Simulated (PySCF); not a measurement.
# Do core-level shifts follow atomic charges?

Species: C₂H₂BF₅Si.
SMILES with atom numbers: `[F:1][B:2]([F:3])[SiH2:4][C:5]([F:6])=[C:7]([F:8])[F:9]`

Cartesian coordinates in Å at the PBE0-D3(BJ)/def2-SVP level; atoms count from 1:
```
atom  x, y, z in Å
F1     2.2875   -1.1663    1.5989
B2     1.5973   -0.9202    0.5051
F3     1.4785   -1.9073   -0.3596
Si4    0.7771    0.9002    0.1247
C5    -0.9525    0.6170   -0.5659
F6    -1.4536    1.5129   -1.4304
C7    -1.7259   -0.4217   -0.2338
F8    -2.9231   -0.6639   -0.6856
F9    -1.3333   -1.3409    0.6216
H10    1.5549    1.6059   -0.9366
H11    0.7321    1.7569    1.3468
```

Binding energies: delta-SCF UKS SCAN, pcX-2 on the ionised atom, pcseg-1 elsewhere, spin-free X2C (PySCF). Charges: PBE0/pcSseg-1 ground-state density, for the ionised atom.

| atom | environment | F 1s (eV) | Mulliken (e) | IAO (e) | Hirshfeld (e) | ESP (e) |
| --- | --- | --- | --- | --- | --- | --- |
| F6 | vinyl fluorine | 693.43 | -0.267 | -0.256 | -0.085 | -0.114 |
| F1 | boron-bound fluorine | 693.88 | -0.271 | -0.296 | -0.132 | -0.248 |
| F8 | vinyl fluorine | 694.54 | -0.212 | -0.217 | -0.050 | -0.096 |
| F9 | vinyl fluorine | 694.67 | -0.237 | -0.235 | -0.045 | -0.105 |

Question: How well does each charge scheme correlate with the binding energies over these sites?

Answer: Mulliken: r = 0.82, slope 17.3 eV per e; Hirshfeld: r = 0.68, slope 9.8 eV per e; IAO: r = 0.63, slope 10.8 eV per e; ESP: r = 0.36, slope 2.9 eV per e. Mulliken charges have the highest r, on only 4 points.

Question: The point-charge model writes a binding energy as kq + V + constant, with V the potential of the other atoms' charges at the site. What does it give with the Hirshfeld charges?

Answer: V = Σ 14.40 eV Å × q/r over all other atoms: +0.58 eV at F6, +2.12 eV at F1, +1.02 eV at F8, +1.29 eV at F9. Fitting binding energy − V to q gives k = 19.6 eV per e and leaves an rms residual of 0.11 eV, against 0.37 eV for the fit on q alone. The model has no term for differences in relaxation between sites.

Geometry: PBE0-D3(BJ)/def2-SVP, one conformer, isolated molecule.
